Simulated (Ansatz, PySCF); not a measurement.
Gas-phase reaction R1 → P1 + 0.5 P2, each structure at its B3LYP-D3(BJ)/def2-TZVP stationary point, reached from a drawn start (curvature not checked).
P1, H2 (SMILES [H][H]) (charge 0, multiplicity 1):
```xyz
2

H      0.00000     0.00000     0.37199
H      0.00000     0.00000    -0.37199
```
P2, O2 (SMILES O=O) (charge 0, multiplicity 3, Z-matrix in Å and degrees):
```
O
O 1 1.2043
```
R1, H2O (SMILES O) (charge 0, multiplicity 1, Z-matrix in Å and degrees):
```
O
H 1 0.9627
H 1 0.9627 2 105.24
```

P less R. No zero-point or thermal terms; singlets are restricted closed shells; open shells are unrestricted; no spin–orbit coupling.

Correlated levels freeze the cores.

Codes used: Ansatz (a program for electronic structure) with Gaussian orbitals; PySCF for the D3/D4 terms. No computed number here is a measurement.

```csv
level,reaction energy (eV)
HF/cc-pVTZ,2.339
PBE/def2-TZVPP,2.441
BLYP-D4/def2-TZVPP,2.341
revPBE/def2-TZVPP,2.312
B3LYP/def2-TZVPP,2.497
CAM-B3LYP-D4/def2-TZVPP,2.572
CCSD/cc-pVDZ,___
CCSD/cc-pVTZ,___
CCSD(T)/cc-pVQZ,___
```

Problem. Some entries are withheld; supply them.

Solution. 
- CCSD/cc-pVDZ, reaction energy (eV): 2.353
- CCSD/cc-pVTZ, reaction energy (eV): 2.625
- CCSD(T)/cc-pVQZ, reaction energy (eV): 2.693
